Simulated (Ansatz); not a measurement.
Abridged output of a molecular run in Ansatz:

```
Functional definition: HF
983 factors; integrals over basis functions are off by at most 8.0e-4 eV
mean field evaluation 1: about -22833.4846 eV, gradient 4.2e1 eV
mean field evaluation 2: about -22833.6010 eV, gradient 4.2e1 eV
mean field evaluation 4: about -22836.6212 eV, gradient 2.2e0 eV
mean field evaluation 8: about -22836.6768 eV, gradient 2.6e-1 eV
mean field evaluation 16: about -22836.6772 eV, gradient 2.0e-6 eV
mean field -22836.67723896 eV, -839.2324092761 hartree, gradient 2.0e-6 eV, S^2 0.000000; 0 other end points of the search recorded, 0 dependent functions left out
12 core orbitals not correlated: weight in the atoms' cores, before any rotation towards them, 1.000 or more for the frozen orbitals, at most 0.000 for the correlated occupied ones
reference -22836.67723896 eV, -839.2324092761 hartree; 12, 12 occupied and 136, 136 virtual orbitals, 983 factors
second order -20.38411743 eV of doubles, -0.00000000 eV of singles
cycle   1  -20.39894828 eV  change   -1.5e-2 eV  update   9.4e-2
cycle   2  -20.79845810 eV  change   -4.0e-1 eV  update   2.8e-2
cycle   3  -20.90294286 eV  change   -1.0e-1 eV  update   1.4e-2
cycle   4  -20.89049568 eV  change    1.2e-2 eV  update   3.1e-3
cycle   5  -20.88801636 eV  change    2.5e-3 eV  update   1.2e-3
cycle   6  -20.88854724 eV  change   -5.3e-4 eV  update   3.4e-4
cycle   7  -20.88835431 eV  change    1.9e-4 eV  update   1.1e-4
cycle   8  -20.88828833 eV  change    6.6e-5 eV  update   3.3e-5
cycle   9  -20.88829786 eV  change   -9.5e-6 eV  update   1.3e-5
perturbative correction -0.68117376 eV, -0.0250326739 hartree
Total energy: -22858.24671058 eV, -840.0250727375 hartree
```

Its atoms:

Z-matrix (Å, degrees):
```
Al
F 1 1.638
S 1 2.153 2 121.0
F 1 1.635 2 119.3 3 -180.0
H 3 1.346 1 91.6 2 0.1
```

(1) Which basis set was used?
A. cc-pV(D+d)Z
B. def2-TZVPP
C. def2-TZVPPD
D. cc-pV(Q+d)Z

(2) Write the keys of the input that set method, charge and spin (a neutral closed shell needs none for the last two).

Answers

(1) B. It gives 160 functions.

(2) 
```yaml
correlation: {method: ccsd_t}
```
